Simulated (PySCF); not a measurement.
Stepwise substitution at one centre (B H-SiH3). Gas-phase values, no solvent. Strings in code marks are SMILES.

These are PBE-D3(BJ)/def2-TZVP // B3LYP-D3(BJ)/def2-TZVP (PySCF 2.14.0) values and carry that method's errors. Delta-SCF ions had no search for a lower state. Excitations are Tamm–Dancoff values on a coarser integration grid. The basis has no diffuse functions, so Rydberg states are missing or too high.

```
species                                              vertical ionisation energy (Delta-SCF) (eV)  S1 excitation (TDA) (eV)  dipole moment (D)  S1 oscillator strength
---------------------------------------------------  -------------------------------------------  ------------------------  -----------------  ----------------------
0 of 3 H replaced by SiH3 (`B`)                                                                –                         –               0.00                       –
1 of 3 H replaced by SiH3                                                                  10.63                      4.10               0.29                   0.005
2 of 3 H replaced by SiH3 (`[SiH3]B[SiH3]`)                                                 9.72                         …                  …                   0.000
3 of 3 H replaced by SiH3 (`[SiH3]B([SiH3])[SiH3]`)                                         9.42                      3.04                  …                   0.000
```

Q: Some entries are withheld; supply them.

A: 
- 2 of 3 H replaced by SiH3 (`[SiH3]B[SiH3]`), S1 excitation (TDA) (eV): 3.35
- 2 of 3 H replaced by SiH3 (`[SiH3]B[SiH3]`), dipole moment (D): 0.33
- 3 of 3 H replaced by SiH3 (`[SiH3]B([SiH3])[SiH3]`), dipole moment (D): 0.06
